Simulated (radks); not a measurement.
The numbers below are computed, except where a source is named.
Fractional charge and spin in the 4s shell of bromine: the spin-up occupation runs from 0 to 1 and the spin-down occupation from 0 to 1; the fullest corner is Br2+, [Ar] 3d10 4p(up 1.5, down 1.5) 4s(up 1, down 1). Code: a radial shooting solver on a logarithmic mesh with Libxc functionals. Model: scalar-relativistic Kohn-Sham, r2SCAN, spin-polarised, spherical densities, finite nucleus; meta-GGA in the generalised Kohn-Sham scheme; Fermi nuclear charge, rms radius of each element as measured or else 0.836 A^(1/3) + 0.57 fm. Energy (eV) above the fullest corner. The planes named below are the two flat planes that join the four corners, with an edge along up + down = one added electron.

\begin{tabular}{lrrrrr}
down \ up & 0 & 0.25 & 0.5 & 0.75 & 1 \\ \hline
0 & 111.377 & 94.487 & 78.368 & 63.030 & 48.479 \\
0.25 & 94.487 & 78.533 & 63.339 & 48.915 & 35.266 \\
0.5 & 78.368 & 63.339 & 49.059 & 35.537 & 22.777 \\
0.75 & 63.030 & 48.915 & 35.537 & 22.904 & 11.021 \\
1 & 48.479 & 35.266 & 22.777 & 11.021 & 0.000 \\
\end{tabular}

Corners above the fullest one (they belong to Br3+ and the next ion): (up 1, down 0) 48.479 eV, (up 0, down 1) 48.479 eV, (up 0, down 0) 111.38 eV. With half an added electron in each spin the energy lies 0.580 eV from the planes, and with half an added electron in spin up alone -1.561 eV. The planes are only a guide here: the flat-plane condition holds for ground states with one frontier orbital, while this shell lies below other occupied shells, so the corners above the fullest one are inner-hole states and not the ground states of those ions.
